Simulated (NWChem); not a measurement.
Molecule: SiN₂H₆; SMILES N[SiH2]N

```xyz
9

Si     0.4395    -0.0017     0.0740
N     -0.6546     1.3314     0.0763
N     -0.4792    -1.4556    -0.0472
H      1.4094    -0.1095    -1.0672
H      1.2479     0.2133     1.3209
H     -1.2946     1.4871    -0.6939
H     -0.4045     2.1967     0.5391
H     -0.0784    -2.2824    -0.4727
H     -1.1877    -1.6890     0.6386
```
Atoms are numbered in this order, from 1.

Level: PBE0/def2-SVP (NWChem), optimised geometry, unscaled harmonic frequencies. 

| frequency (cm⁻¹) | IR intensity (km/mol) |
|---|---|
| 208 | 0.8 |
| 258 | 41.2 |
| 332 | 147.4 |
| 356 | 156.1 |
| 425 | 95.9 |
| 601 | 24.8 |
| 680 | 2.0 |
| 814 | 77.5 |
| 817 | 21.6 |
| 885 | 46.8 |
| 899 | 51.5 |
| 989 | 110.7 |
| 991 | 342.2 |
| 1533 | 96.3 |
| 1538 | 12.9 |
| 2177 | 241.3 |
| 2196 | 148.8 |
| 3619 | 19.0 |
| 3620 | 34.5 |
| 3724 | 25.9 |
| 3726 | 38.9 |

| Item | Value |
|---|---|
| zero-point energy | 43.4 kcal/mol |
| thermal correction to the enthalpy at 298.15 K (with zero-point energy) | 47.5 kcal/mol |
| heat capacity Cv | 19.2 cal/(mol K) |
| entropy at 298.15 K and 1 atm (symmetry number 2) | 69.1 cal/(mol K) |
| dipole moment | 0.81 D |

Rigid rotor and harmonic oscillator.
